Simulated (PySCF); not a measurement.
**Electrostatic potential from atomic charges**

Species: `[O-]C1(C(F)=C(F)F)CC1`, charge -1. Coordinates (GFN2-xTB, Å) and charges (e) from the PBE0/pcSseg-1 density (PySCF):

```
atom       x       y       z  Mulliken      IAO  Hirshfeld  ESP-fitted
  O1  -0.529   1.351   1.005   -0.6323  -0.7643    -0.5143     -0.7933
  C2  -0.420   0.537   0.010   +0.0919  +0.2707    +0.0156     +0.5641
  C3   1.045   0.442  -0.425   +0.1285  +0.1679    +0.0269     -0.0363
  F4   1.501   1.446  -1.227   -0.3102  -0.2901    -0.1194     -0.1930
  C5   1.970  -0.343   0.109   +0.4914  +0.4367    +0.0919     +0.3157
  F6   3.319  -0.238  -0.041   -0.3060  -0.2891    -0.1325     -0.2074
  F7   1.721  -1.416   0.875   -0.2744  -0.2688    -0.0978     -0.2036
  C8  -1.199  -0.762  -0.200   -0.2437  -0.3701    -0.1533     -0.4569
  C9  -1.391   0.390  -1.163   -0.2489  -0.3702    -0.1517     -0.4431
 H10  -2.008  -0.970   0.485   +0.0752  +0.1252    +0.0145     +0.1365
 H11  -0.685  -1.645  -0.559   +0.0743  +0.1132    +0.0013     +0.0907
 H12  -2.327   0.928  -1.110   +0.0776  +0.1259    +0.0149     +0.1325
 H13  -1.001   0.281  -2.168   +0.0765  +0.1129    +0.0038     +0.0943
```

Points outside the species (Å): A (-7.0, 0.2, 1.1); B (-1.4, 3.9, -0.6); C (5.2, -5.0, 2.0); D (-4.7, 0.8, -3.8); E (-6.5, -2.9, 1.4).

Problem. Find the potential V = 14.3996 V·Å × Σ q/r of each set of charges at these points.

Solution. In volts:

```json
{"point": "A", "nearest atom": "H10", "distance (Å)": "5.16", "Mulliken": "-1.982", "IAO": "-1.997", "Hirshfeld": "-2.070", "ESP-fitted": "-2.022"}
{"point": "B", "nearest atom": "O1", "distance (Å)": "3.14", "Mulliken": "-4.001", "IAO": "-4.051", "Hirshfeld": "-3.896", "ESP-fitted": "-3.936"}
{"point": "C", "nearest atom": "F7", "distance (Å)": "5.12", "Mulliken": "-1.904", "IAO": "-1.897", "Hirshfeld": "-1.853", "ESP-fitted": "-1.871"}
{"point": "D", "nearest atom": "H12", "distance (Å)": "3.59", "Mulliken": "-2.187", "IAO": "-2.174", "Hirshfeld": "-2.351", "ESP-fitted": "-2.264"}
{"point": "E", "nearest atom": "H10", "distance (Å)": "4.97", "Mulliken": "-1.831", "IAO": "-1.839", "Hirshfeld": "-1.935", "ESP-fitted": "-1.881"}
```

Problem. How far are the other sets from the ESP-fitted one at these points?

Solution. Root-mean-square difference: Hirshfeld 0.054 V, Mulliken 0.055 V, IAO 0.070 V. The ESP scheme fits charges at the nuclei, held to the total charge, to the electrostatic potential on points at 1.4 to 2.0 times the van der Waals radii.

Problem. What energy would a point charge of +3 e have at B in the field of the ESP charges, leaving out polarisation?

Solution. -11.807 eV = -1139.2 kJ/mol, an attraction. The total charge alone, placed at the mean of the coordinates, would give -10.405 eV.

Geometry: GFN2-xTB, one conformer, isolated ion. The pcSseg-1 basis has no diffuse functions, a weakness for an anion. The HOMO energy is positive at this level (+0.02 eV), so the outermost electrons may be held by the finite basis alone.

The values belong to the conformer `[O-:1][C:2]1([C:3]([F:4])=[C:5]([F:6])[F:7])[CH2:8][CH2:9]1`: O1–C2–C3–F4 -81°.
